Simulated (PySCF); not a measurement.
Input of a run (PBE0-D3(BJ)/def2-SVP geometry optimisation, gas phase (PySCF 2.14.0)), started from GFN2-xTB:
```
{"job": {"xc": "PBE0", "basis": "def2-SVP", "d3": "d3bj", "grid": 1, "kind": "geom"}, "charge": 0, "multiplicity": 1}
C     -1.883950     1.350991     1.340117
C     -1.312356     0.432161     0.828973
C     -0.619964    -0.675793     0.194630
C     -1.400532    -1.137673    -1.040075
C      0.841981    -0.299881    -0.131836
C      1.615996    -0.046486     1.160565
C      0.931096     0.921751    -1.042626
H     -2.387240     2.149889     1.797406
H     -0.595301    -1.506129     0.913168
H     -1.544761    -0.317345    -1.738349
H     -0.865017    -1.940077    -1.543586
H     -2.380619    -1.506598    -0.745220
H      1.292624    -1.156344    -0.647963
H      1.171848     0.784336     1.704728
H      2.653282     0.198572     0.942955
H      1.599880    -0.925973     1.801405
H      0.418225     1.766497    -0.587777
H      0.482673     0.722738    -2.012488
H      1.972333     1.194616    -1.201488
```

Output (energies in Eh, forces in Eh/bohr):
```
step   0  E = -273.38070699  max force = 0.020802
step   1  E = -273.38335238  max force = 0.002457
step   2  E = -273.38339689  max force = 0.000620
step   3  E = -273.38340874  max force = 0.000711
step   4  E = -273.38341732  max force = 0.000390
optimisation converged
```

Problem. Summarise the run.

Solution. The energy falls by 1.7 kcal/mol over 5 energy and gradient evaluations, the largest force component goes from 0.0208 to 3.9e-04 Eh/bohr, and the atoms move by 0.054 Å rms after alignment. The bond that changes most is C1–H8 (terminal alkyne carbon to alkyne hydrogen), which lengthens by 0.025 Å. Bonds longer at the end by more than 0.005 Å: 14 of 18; shorter: 0. Among the angles that change most is C3–C5–H13, from 107.4° to 105.3°. The energy never rose by more than 1e-6 Eh on the way. The first step brought 98 % of the lowering.

Problem. What are the final bond lengths?

Solution. C1≡C2 1.212 Å, C2–C3 1.463 Å, C3–C4 1.531 Å, C3–C5 1.549 Å, C5–C6 1.524 Å, C5–C7 1.524 Å, C1–H8 1.074 Å, C3–H9 1.106 Å, C4–H10 1.099 Å, C4–H11 1.101 Å, C4–H12 1.099 Å, C5–H13 1.105 Å, C6–H14 1.101 Å, C6–H15 1.101 Å, C6–H16 1.101 Å, C7–H17 1.102 Å, C7–H18 1.100 Å, C7–H19 1.101 Å. Numbering counts from 1 in the input's order; the species is `C#C[C@@H](C)C(C)C`.

The run used 158 basis functions and 32 SCF cycles in all. Rough CPU time on one thread of a shared machine: about 90 s.

No PBE0-D3(BJ)/def2-SVP frequencies stand behind this structure, so it isn't proved a minimum. One conformer, not necessarily the lowest.

Conformer computed: `[CH:1]#[C:2][C@@H:3]([CH3:4])[CH:5]([CH3:6])[CH3:7]`: C2–C3–C5–C6 63°.
